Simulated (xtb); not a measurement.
Al(All)(H)2 (C₃H₇Al), SMILES C=C[CH2][AlH2]. All values are semi-empirical tight-binding results from xtb (GFN2-xTB unless named), good for trends rather than for accurate numbers. Coordinates come from a GFN2-xTB optimisation. The values are those of a single conformer.

Optimised geometry:

Bonded distances (Å): Al1–C2 2.015, Al1–H10 1.551, Al1–H11 1.546, C2–C3 1.491, C2–H5 1.094, C2–H6 1.097, C3–C4 1.329, C3–H7 1.085, C4–H8 1.080, C4–H9 1.077. Bond angles (°): C2–Al1–H10 124.5, C2–Al1–H11 119.4, H10–Al1–H11 116.0, Al1–C2–C3 97.6, Al1–C2–H5 118.1, Al1–C2–H6 111.7, C3–C2–H5 111.6, C3–C2–H6 110.1, H5–C2–H6 107.5, C2–C3–C4 124.0, C2–C3–H7 116.4, C4–C3–H7 119.5, C3–C4–H8 121.1, C3–C4–H9 122.1, H8–C4–H9 116.7.
Charge 0, spin multiplicity 1.

For metal compounds this method's bond lengths and energies can be far off.

```yaml
orbital_gap: 4.24 eV
zero_point_energy: 49.4 kcal/mol
G − E(el) at 298.15 K (modified RRHO): 30.7 kcal/mol
```

Problem. Give the atomic charges and the Wiberg bond orders between heavy atoms. (An estimate is asked for; the answer gives what the named calculation found.)

Solution. charges (e) Al1 0.37, C2 -0.17, C3 -0.02, C4 -0.10, H5 0.06, H6 0.06, H7 0.02, H8 0.04, H9 0.04, H10 -0.16, H11 -0.15. Bond orders Al1–C2 0.94, C2–C3 1.03, C3–C4 1.87.
